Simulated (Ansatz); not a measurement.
Species: sum formula Si$_{2}$H$_{2}$Cl$_{3}$, net charge -1, singlet state. It need not be the lowest isomer of its formula. Whether it binds its extra electron was not tested at this geometry. 
Geometry from a B3LYP-D3(BJ)/def2-TZVP (Ansatz, a first-principles code) optimisation:
```
Si
Cl 1 2.1275
Cl 1 2.1275 2 102.51
Cl 1 2.1359 2 101.10 3 104.15
Si 1 2.3321 2 113.40 4 133.20
H 5 1.5297 1 88.92 2 -169.19
H 5 1.5297 6 94.75 1 -88.82
```
Charge -1, spin multiplicity 1.

Basis-set convergence of Hartree-Fock and CCSD(T) correlation energies (hartree) with Ansatz. Cores are frozen in the correlated levels unless marked. No spin-orbit coupling. No relativistic terms. This anion needs diffuse functions, which these sets lack.

```csv
basis,functions,E(HF),"E(corr, CCSD(T))"
cc-pV(D+d)Z,125,-1957.72743,-0.69100
cc-pV(T+d)Z,223,-1957.79935,-0.92620
cc-pV(Q+d)Z,380,[?],[?]
```

Fill in the missing entries.


- cc-pV(Q+d)Z, E(HF): -1957.81693
- cc-pV(Q+d)Z, E(corr, CCSD(T)): -1.00697
